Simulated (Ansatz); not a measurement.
Cost and result for the atomization energy of `CC[O][In]([CH3])[Cl]` (14 atoms, 13 bonds).

```tsv
atom	x (Å)	y (Å)	z (Å)
C1	-2.3293	0.0468	0.5058
C2	-1.5092	0.9581	-0.3817
O3	-0.1662	1.0391	0.0353
In4	1.1697	-0.3527	-0.3744
C5	3.1720	-0.4312	0.3222
Cl6	0.2512	-1.9381	-1.8383
H7	-1.9755	-0.9863	0.4307
H8	-2.2593	0.3646	1.5486
H9	-3.3820	0.0588	0.2098
H10	-1.5894	0.6207	-1.4242
H11	-1.9170	1.9762	-0.3434
H12	3.8438	-0.4584	-0.5352
H13	3.3071	-1.3398	0.9085
H14	3.3840	0.4424	0.9362
```

The species carries charge 0 and has multiplicity 1. Correlated methods include outer-core shells of In, which these sets cover unevenly. In takes the def2 core potential. Geometry: relaxed with PBE0-D4/def2-TZVP. It is one conformer, not always the lowest. Program: Ansatz. All runs use 2 threads of an AMD EPYC 7R13 on a shared host and a share of an NVIDIA H100 80 GB. Times are those of one run each, without the atoms' runs, and a repeat can differ threefold. Electronic energies, without spin–orbit coupling; frozen cores. CCSD(T)/CBS adds CCSD(T) − MP2 in def2-TZVPP to the MP2 limit, and its time is that of the two runs behind it. T1 = 0.014. With those shells the extrapolation isn't a true limit. B3LYP takes the VWN-RPA correlation (the form of Gaussian; ORCA's B3LYP/G).

CCSD(T)/CBS is a level of theory with its own doubt, some kJ/mol a heavy atom from the limit and from the frozen cores, so smaller differences don't rank the functionals.

| level | functions | wall time | atomization (kJ/mol) | difference from CCSD(T)/CBS | per bond |
| --- | --- | --- | --- | --- | --- |
| PBE0-D4/def2-TZVPP | 328 | 1.9 s | 5054.1 | -12.3 | -0.9 |
| PBE-D4/def2-TZVPP (with forces) | 328 | 2.3 s | 5131.6 | 65.2 | 5.0 |
| B3LYP-D4/def2-TZVPP (with forces) | 328 | 2.4 s | 5022.4 | -44.0 | -3.4 |
| r2SCAN-D4/def2-TZVPP (with forces) | 328 | 2.7 s | 5064.2 | -2.2 | -0.2 |
| B2PLYP/def2-TZVPP | 328 | 3.1 s | 4982.9 | -83.5 | -6.4 |
| ωB97X-V/def2-TZVPP | 328 | 3.6 s | 5062.6 | -3.8 | -0.3 |
| ωB97M-V/def2-TZVPP (with forces) | 328 | 3.8 s | 5060.1 | -6.3 | -0.5 |
| MP2/def2-QZVPP | 620 | 5.5 s | 5083.6 | 17.2 | 1.3 |
| CCSD(T)/def2-TZVPP | 328 | 14 s | 4938.7 | -127.7 | -9.8 |
| CCSD(T)/CBS(def2) | – | 20 s | 5066.4 | 0.0 | 0.0 |

The D4 term adds +47.2 kJ/mol with B3LYP and +25.3 kJ/mol with PBE0; it sums over pairs of atoms, weighted by their polarisabilities, and B3LYP, whose exchange is more repulsive, gets the larger term. From PBE to PBE0 (25 % exact exchange), in def2-TZVPP and without D4, the atomization energy moves by −73.3 kJ/mol: exact exchange takes away binding that semilocal exchange gives to molecules. In def2-TZVPP, CCSD(T) changes the Hartree–Fock value by +1232.6 kJ/mol (the triples alone add +75.2 kJ/mol) and MP2 by +1301.9 kJ/mol; breaking electron pairs costs correlation energy, which Hartree–Fock lacks.

Spin–orbit coupling would lower the free In atoms strongly, and the atomization energy with them, by more than many differences here.
